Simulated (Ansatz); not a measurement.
A run for Ansatz (a quantum-chemistry and plane-wave program): R-CCSD(T)/cc-pV(D+d)Z on F2H2Si (SMILES F[SiH2]F), a point of a bond scan (R = 1.592 Å). Files ending in .json are basis or fitting sets from the Basis Set Exchange.

Ansatz 0.2 input:
```yaml
crystal:
  periodic: [false, false, false]
  atoms:
    - {symbol: Si, position_ang: [0.22395286, -0.14590633, 0.36051960]}
    - {symbol: F, position_ang: [-0.89516694, -0.95086907, -0.43504308]}
    - {symbol: F, position_ang: [0.40909919, 1.26754447, -0.34742940]}
    - {symbol: H, position_ang: [1.48976880, -0.88621093, 0.26168676]}
    - {symbol: H, position_ang: [-0.25049912, 0.07882097, 1.73329117]}
basis:
  gaussian:
    orbitals: cc-pV_D+d_Z.json
    pivot_positions_ang: [[0.22395286, -0.14590633, 0.36051960], [-0.89516694, -0.95086907, -0.43504308], [0.40909919, 1.26754447, -0.34742940], [1.48976880, -0.88621093, 0.26168676], [-0.25049912, 0.07882097, 1.73329117]]
magnetization: {spin_polarized: false}
correlation: {method: ccsd_t, electrons: outside_noble_gas}
scf: {lower_state_search: off}
output: {orbitals: {seedname: ./end}}
```

It printed:

```
WARN ansatz: RAYON_NUM_THREADS=2 ignored (pool sized by the plan → 2); use --threads N
Functional definition: HF
these checks for a lower state are left out or cut short: stability, starts, cluster_reference, orbital_swaps, neighbouring_geometries, increment
integrals: 0.03 GiB planned
643 factors; integrals over basis functions are off by at most 2.2e-4 eV
mean field: 0.12 GiB planned
mean field evaluation 1: about -13307.2439 eV, gradient 3.2e1 eV
mean field evaluation 2: about -13307.2729 eV, gradient 3.2e1 eV
mean field evaluation 4: about -13309.1887 eV, gradient 1.7e0 eV
mean field evaluation 8: about -13309.2032 eV, gradient 4.7e-2 eV
mean field -13309.20321246 eV, -489.1041967561 hartree, gradient 7.8e-7 eV, S^2 0.000000; 0 other end points of the search recorded, 0 dependent functions left out
7 core orbitals not correlated
reference -13309.20321246 eV, -489.1041967561 hartree; 10, 10 occupied and 44, 44 virtual orbitals, 643 factors
second order -12.89288390 eV of doubles, -0.00000000 eV of singles
coupled cluster: 0.11 GiB planned
cycle   1  -13.01482995 eV  change   -1.2e-1 eV  update   8.2e-2
cycle   2  -13.30825757 eV  change   -2.9e-1 eV  update   2.2e-2
cycle   3  -13.38711566 eV  change   -7.9e-2 eV  update   1.2e-2
cycle   4  -13.38073258 eV  change    6.4e-3 eV  update   2.2e-3
cycle   5  -13.37981434 eV  change    9.2e-4 eV  update   8.5e-4
cycle   6  -13.38022123 eV  change   -4.1e-4 eV  update   2.2e-4
cycle   7  -13.38011729 eV  change    1.0e-4 eV  update   7.0e-5
cycle   8  -13.38007760 eV  change    4.0e-5 eV  update   1.8e-5
cycle   9  -13.38008488 eV  change   -7.3e-6 eV  update   6.5e-6
perturbative correction -0.20290633 eV, -0.0074566701 hartree
Total energy: -13322.78620367 eV, -489.6033624762 hartree
Checks for a lower state left out: stability, starts, cluster_reference, orbital_swaps, neighbouring_geometries, increment
```

Self-consistency was reached.

Cost: about 0.9 core-seconds (a rough figure).
